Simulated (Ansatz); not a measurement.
`C[Si](F)(Cl)I` + `N=C=O` → `C[Si](F)(Cl)N=C=O` + HI at 298.15 K and 1 bar (ligand exchange at the Si–I bond).

Computed with Ansatz on PBE0-D4/def2-TZVP structures; ΔE is electronic, products minus reactants. CCSD(T)/CBS adds triple-zeta CCSD(T) − MP2 to the extrapolated MP2 energy (def2 sets, frozen cores). This one scheme is used for every species. Elements past krypton have def2 core potentials. For I outer-core shells are correlated without core-valence functions, which leaves a few kJ/mol of doubt a bond. Each species was taken in one conformer, which may not be the lowest.

```tsv
species	CCSD(T)/CBS energy (Eh)	H − E (kJ/mol)	S (J/(mol·K))
`C[Si](F)(Cl)I`	-1186.13105	134.0	368.3
`N=C=O`	-168.51995	67.5	238.3
`C[Si](F)(Cl)N=C=O`	-1056.62222	172.9	398.5
HI	-298.03592	22.7	206.5
```

H − E and S are ideal-gas, rigid-rotor, harmonic terms from PBE0-D4/def2-TZVP, for one conformer and one mirror image of each species. 1 Eh = 2625.50 kJ/mol, R = 8.31446 J/(mol·K).

**Question.** By hand: ΔE, ΔH, ΔS and ΔG.

**Answer.** ΔE = (-1056.62222) + (-298.03592) − (-1186.13105) − (-168.51995) = -0.00714 Eh = -18.7 kJ/mol. Δ(H − E) = 172.9 + 22.7 − 134.0 − 67.5 = -5.9, so ΔH = -24.6 kJ/mol. ΔS = 398.5 + 206.5 − 368.3 − 238.3 = -1.6 J/(mol·K). ΔG = -24.6 − 298.15 × (-1.6)/1000 = -24.1 kJ/mol.

**Question.** By hand: the equilibrium constant, and the temperature at which ΔG would vanish if ΔH and ΔS stayed fixed.

**Answer.** log₁₀ K = −ΔG/(RT ln 10) = 4.2. ΔG = 0 at ΔH/ΔS = 15375 K, far beyond where these terms or the molecules hold.

The number of gas molecules stays the same, so ΔS is small and ΔH decides. A doubt of 5 kJ/mol in ΔE shifts log₁₀ K by 0.9 here. Other conformers and mirror images would add mixing entropy, several J/(mol·K) or more a flexible species. Modes under 60 cm⁻¹, often nearly free rotors, make the harmonic entropy too high. These are equilibria of isolated gas molecules and say nothing of rates. Largest T1 diagnostic: 0.018 (customary marks: 0.02 for closed shells, 0.045 for open ones).
